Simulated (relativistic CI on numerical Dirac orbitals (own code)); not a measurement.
**Tl XV: what numerical and physical settings do to a radial Dirac CI calculation**

Reference input:

```
atom Tl  Z=81  charge=14  electrons=67
nucleus A=205  rms_radius_fm=5.4759
hamiltonian dirac-coulomb  breit=on  qed=on  c_scale=1
orbitals kli  potential=per-configuration
slater_scale 1
correlation none
mixing on
grid step=0.0125 r_max=13.4
scf mixing=0.4 start=green max_iterations=150 tolerance=2e-08 node_fill=0.05
configurations
  [Kr] 4d10 4f14 5s2 5p5
  [Kr] 4d10 4f14 5s 5p6
end
```

Computed lowest total energy -20174.24217 Ha, first excitation 199915.9 cm⁻¹, 24 SCF steps. Runs with settings changed; * marks those that are bad on purpose:

```tsv
Changed	Outcome	Lowest level	ΔE (Ha)	First excitation (cm⁻¹)	SCF steps	Message
node fill of the KLI weights 0.2, grid step 0.04	converged	5s²5p⁵ ²P°3/2	-0.00763	200778.8	24	
SCF mixing 0.7	converged	5s²5p⁵ ²P°3/2	-1.35e-10	199915.9	22	
QED terms off	converged	5s²5p⁵ ²P°3/2	-16.3	199771.1	24	
Slater scale 0.5, node fill of the KLI weights 0.5, end of the grid at 40.2 bohr	converged	5s²5p⁵ ²P°3/2	0.039	201993.7	24	
iteration limit 4 *	not converged				4	SCF of 1s2 2s2 2p6 3s2 3p6 3d10 4s2 4p6 4d10 4f14 5s2 5p5 did not converge
SCF mixing 1.3 *	converged	5s²5p⁵ ²P°3/2	-1.31e-10	199915.9	28
```
